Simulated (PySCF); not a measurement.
A side-by-side comparison of computed properties.

First species: C₅H₈O₂Si₂.
SMILES: `O=C(O)[SiH]1C=C[SiH2]C=C1`

Second species: C8H11N.
SMILES: `Cc1cccc(C)c1N`

Levels: PBE0/pcSseg-1 for dipole moment, HOMO energy, LUMO energy and HOMO–LUMO gap; GFN2-xTB for rotational constant A and rotational constant C. Geometries: GFN2-xTB. Each species is one conformer at its optimised geometry, gas phase, non-relativistic unless stated; the electronic structure was computed with PySCF and density fitting.

The conformers computed, where there is a choice (atom-mapped SMILES and torsion angles):
- `[O:1]=[C:2]([OH:3])[SiH:4]1[CH:5]=[CH:6][SiH2:7][CH:8]=[CH:9]1`: O1–C2–Si4–C5 -121°, H–O3–C2–O1 0°
- `[CH3:1][c:2]1[cH:3][cH:4][cH:5][c:6]([CH3:7])[c:8]1[NH2:9]`: H–N9–C8–C6 -159°, H–N9–C8–C6 -24°

Values for the first species:

- Dipole moment: 1.92 D
- HOMO energy: -7.44 eV
- LUMO energy: -1.23 eV
- HOMO–LUMO gap: 6.21 eV
- Rotational constant A: 1.984 GHz
- Rotational constant C: 0.792 GHz

(1) Estimate the same properties for the second species, and the change in each.

## Answers

(1) 
| property | first | second | second less first |
| --- | --- | --- | --- |
| dipole moment | 1.92 D | 1.88 D | -0.04 D |
| HOMO energy | -7.44 eV | -5.74 eV | +1.70 eV |
| LUMO energy | -1.23 eV | 0.31 eV | +1.54 eV |
| HOMO–LUMO gap | 6.21 eV | 6.05 eV | -0.16 eV |
| rotational constant A | 1.984 GHz | 2.299 GHz | +0.315 GHz |
| rotational constant C | 0.792 GHz | 1.013 GHz | +0.221 GHz |

On the first: The dipole matches unit charges of opposite sign 0.40 Å apart (1 e·Å = 4.8032 D).

On the second: The dipole matches unit charges of opposite sign 0.39 Å apart (1 e·Å = 4.8032 D).
